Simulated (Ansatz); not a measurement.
Cost and result for the atomization energy of BH₆NOSi (`BN[SiH2]O`) (10 atoms, 9 bonds).

```xyz
10

B    -0.754   -1.500    0.494
N    -0.735   -0.282   -0.197
Si    0.352    1.048    0.080
O     1.401    1.281   -1.161
H     0.045   -1.681    1.367
H    -1.559   -2.338    0.204
H    -1.420   -0.165   -0.932
H    -0.415    2.312    0.141
H     1.049    0.737    1.350
H     2.036    0.588   -1.346
```

Total charge 0; spin multiplicity 1. All single points use the PBE0-D4/def2-TZVP geometry. It is one conformer, not always the lowest. Program: Ansatz. All runs use 2 threads of an Arm Neoverse V2 on a shared host. Times are those of one run each, without the atoms' runs, and a repeat can differ threefold. Electronic energies, without spin–orbit coupling; frozen cores. CCSD(T)/CBS adds CCSD(T) − MP2 in def2-TZVPP to the MP2 limit, and its time is that of the two runs behind it. T1 = 0.012. B3LYP takes the VWN-RPA correlation (the form of Gaussian; ORCA's B3LYP/G). HSE06 is the plane-wave form, built on full-range PBE exchange.

CCSD(T)/CBS is a level of theory with its own doubt, some kJ/mol a heavy atom from the limit and from the frozen cores, so smaller differences don't rank the functionals.

```
                             level  functions  wall time
            LDA (SPW92)/def2-TZVPP        219      1.2 s
                BLYP-D4/def2-TZVPP        219      2.2 s
                PBE0-D4/def2-TZVPP        219      2.7 s
                  CCSD(T)/def2-SVP         90      2.8 s
               HSE06-D4/def2-TZVPP        219      2.9 s
 B3LYP-D4/def2-TZVPP (with forces)        219        4 s
r2SCAN-D4/def2-TZVPP (with forces)        219      4.8 s
               PBE-QIDH/def2-TZVPP        219      4.8 s
                ωB97X-V/def2-TZVPP        219      7.5 s
  ωB97M-V/def2-TZVPP (with forces)        219       11 s
                    MP2/def2-QZVPP        421       18 s
                CCSD(T)/def2-TZVPP        219       75 s
                 CCSD(T)/CBS(def2)          –       93 s
```

Problem. What atomization energy does each give, and how far from CCSD(T)/CBS? (An estimate is asked.)

Solution. Ansatz gave: 
```csv
level,atomization (kcal/mol),difference from CCSD(T)/CBS,per bond
LDA (SPW92)/def2-TZVPP,974.1,108.8,12.1
BLYP-D4/def2-TZVPP,864.8,-0.5,-0.1
PBE0-D4/def2-TZVPP,857.4,-7.9,-0.9
CCSD(T)/def2-SVP,804.9,-60.4,-6.7
HSE06-D4/def2-TZVPP,857.9,-7.4,-0.8
B3LYP-D4/def2-TZVPP (with forces),867.3,2.0,0.2
r2SCAN-D4/def2-TZVPP (with forces),863.6,-1.7,-0.2
PBE-QIDH/def2-TZVPP,854.0,-11.3,-1.3
ωB97X-V/def2-TZVPP,868.2,2.9,0.3
ωB97M-V/def2-TZVPP (with forces),869.2,3.9,0.4
MP2/def2-QZVPP,867.6,2.3,0.3
CCSD(T)/def2-TZVPP,841.2,-24.1,-2.7
CCSD(T)/CBS(def2),865.3,0.0,0.0
```

In def2-TZVPP, CCSD(T) changes the Hartree–Fock value by +203.5 kcal/mol (the triples alone add +10.4 kcal/mol) and MP2 by +215.4 kcal/mol; breaking electron pairs costs correlation energy, which Hartree–Fock lacks. At CCSD(T), def2-SVP lies −60.4 kcal/mol from the extrapolated value and def2-TZVPP −24.1 kcal/mol: correlation converges slowly with the basis, and small sets miss more of it in the bonded molecule than in its fragments. The D4 term adds +6.5 kcal/mol with B3LYP and +3.4 kcal/mol with PBE0; it sums over pairs of atoms, weighted by their polarisabilities, and B3LYP, whose exchange is more repulsive, gets the larger term.
